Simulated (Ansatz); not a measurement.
Basis-set extrapolation for `BC(Cl)C(=C)F` (PBE0-D4/def2-TZVP geometry, frozen core, the Gaussian-basis code of Ansatz). Multiplicity 1, RHF reference.

```
                      def2-TZVPP   def2-QZVPP
                 HF  -700.193178  -700.216398
    MP2 correlation    -1.029675    -1.110641
CCSD(T) correlation    -1.121954      not run
```

Energies in hartree. Use E(X) = E(∞) + A·exp(−7.88·√X) for Hartree–Fock and E(X) = E(∞) + B·X^(−2.97) for correlation, with X = 3 and 4, and add CCSD(T) minus MP2 of the smaller set to the MP2 limit.

Q: What is the CCSD(T) energy at the basis-set limit?

A: HF limit: -700.216398 + (-0.023220) × 0.13774 = -700.21960. MP2 limit: -1.110641 + (-0.080966) × 0.74074 = -1.17062. Higher-order term: -1.121954 − (-1.029675) = -0.09228. Total: -701.48250 hartree, 439.4 kJ/mol below CCSD(T)/def2-TZVPP.
